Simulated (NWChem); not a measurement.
System: C4H6; SMILES C(=C=C)C

Here is an NWChem input.

```
start job
memory heap 200 mb stack 900 mb global 1100 mb
geometry units angstroms noautoz
  C      0.211277    -1.947923     0.000000
  C     -0.170657    -0.696028     0.000000
  C     -0.550539     0.558555     0.000000
  C      0.367196     1.745128     0.000000
  H      0.376532    -2.493500     0.935721
  H      0.376532    -2.493500    -0.935721
  H     -1.630791     0.759968     0.000000
  H      0.190518     2.377460    -0.885573
  H      0.190518     2.377460     0.885573
  H      1.422148     1.438598     0.000000
end
basis spherical
  * library def2-svp
end
dft
  xc becke88 lyp
  iterations 150
  mulliken
end
task dft energy
```

Geometry: optimised at PBE0/def2-SVP.

**Question.** Predict the main results of this run. (BLYP/def2-SVP.) Quantities: energy (Ha); highest occupied level (eV); orbital gap (eV); dipole (D).

**Answer.** 
```yaml
energy (Ha): -155.77
highest occupied level (eV): -5.76
orbital gap (eV): 5.46
dipole (D): 0.45
```
